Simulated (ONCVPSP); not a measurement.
# ytterbium (Yb): one change to an ONCV potential, before and after

ONCVPSP 4.0.1 input, shortened (lines: element, Z, core and valence counts, functional; n l f; lmax; l rc ep ncon nbas qcut; lloc lpopt rc5 dvloc0; l nproj debl; icmod fcfact rcfact), PBEsol, scalar-relativistic:

```
  Yb 70.00   10    4  -116133      upf
    1    0    2.00
    2    0    2.00
    2    1    6.00
    3    0    2.00
    3    1    6.00
    3    2   10.00
    4    0    2.00
    4    1    6.00
    4    2   10.00
    4    3   13.00
    5    0    2.00
    5    1    6.00
    5    2    1.00
    6    0    2.00
    2
    0    1.85    0.00    4    7    6.10
    1    1.50    0.00    4    9    4.30
    2    3.05    0.00    5    9    4.10
    4    5    1.35    3.00
    0    2    2.80
    1    2    1.00
    2    2    1.40
    2    0.65    0.95
```

In the p channel the program set the typed energies aside and used -1.141, 0.250 Ha.

All-electron outer shells of the reference configuration (PBEsol, scalar-relativistic, ld1.x):

```csv
shell,level (eV),outermost node (bohr),outermost maximum (bohr)
5s,-59.37,0.58,1.07
5p,-31.04,0.62,1.21
4f,-9.64,–,0.48
6s,-4.59,1.44,3.08
5d,-1.88,0.70,1.85
```

Change: all radii but the core radius scaled by about 1.28 (s 2.36, p 1.92, d 3.90 bohr); local potential polynomial inside 1.72 bohr (lpopt 5, dvloc0 3 Ha).

Cutoffs: the cutoffs (Ha) at which the residual kinetic energy of the hardest occupied pseudo-wave falls to 1 and 0.1 mHa per electron; they do not see the model core or the augmentation charge, which bear on the density cutoff. Errors are all-electron minus pseudo energies relative to the spin-unpolarised reference configuration.

**Question.** What does the change do?

**Answer.** The potential gets softer (74 Ha and 121 Ha → 9.1 Ha and 13 Ha); of the 3 tests that both files solve, the error grows in 2 and shrinks in 1 by more than 15 % and 0.3 meV (median size 11.8 → 2.6 meV); neither file shows a bound ghost. A larger radius leaves more room for a smooth pseudo-wave, so fewer plane waves are needed.

| quantity | base | changed |
| --- | --- | --- |
| cutoff, loose | 74 Ha | 9.1 Ha |
| cutoff, tight | 121 Ha | 13 Ha |
| loose cutoff by channel | s 14 Ha, p 74 Ha, d 7.3 Ha | s 9.1 Ha, p 8.6 Ha, d 6.0 Ha |
| bound ghosts | none | none |
| GHOST(+) flags under 300 eV | s at 186.4 eV | none |
| tests counted as reliable (solved cleanly; for ONCVPSP, near-neutral configurations with less than one 5d electron left out) | 3 of 4 | 3 of 4 |
| error for 5s2 5p6 5d1 6s1, meV [ΔE 7.28 eV] | -0.9 | -2.1 |
| error for 5s2 5p6 5d1 6s0, meV [ΔE 20.33 eV] | +12 | -2.6 |
| error for 5s2 5p5 5d1 6s2, meV [ΔE 36.40 eV] | -299 | -362 |
| rms error of d²Exc/dni dnj with the model core, mHa | 0.74 | 1.16 |
